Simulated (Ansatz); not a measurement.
`C=C[SiH2][SiH2]Cl` + `C=N` → `C=C[SiH2]C=N` + `[SiH3]Cl`  (formal exchange of groups at the Si–Si bond)

Calculated with Ansatz (gas phase, PBE0-D4/def2-TZVP geometries, no zero-point term in ΔE). CBS: MP2 limit from def2 TZ/QZ plus the TZ coupled-cluster correction, frozen cores. This one scheme is used for every species. Functionals use def2-TZVPP. One conformer a species, not always the lowest.

```tsv
level	ΔE (kJ/mol)
PBE-D4	23.6
PBE0-D4	21.8
CCSD(T)/def2-TZVPP	11.2
HF/CBS(def2)	2.3
```

(1) What does CCSD(T)/CBS give? (Estimate.)

Largest T1 diagnostic among the species: 0.012.

Answers

(1) Computed: +11.9 kJ/mol. The listed levels differ from it by 11.7, 9.9, -0.7, -9.6 kJ/mol.

The D4 term adds +3.5 kJ/mol with B3LYP and +2.2 kJ/mol with PBE0; it sums over pairs of atoms, weighted by their polarisabilities, and B3LYP, whose exchange is more repulsive, gets the larger term. In def2-TZVPP, CCSD(T) changes the Hartree–Fock value by +8.1 kJ/mol (the triples alone add +0.9 kJ/mol) and MP2 by +4.5 kJ/mol.

B3LYP here is the variant with VWN-RPA as its local correlation; programs differ in this.
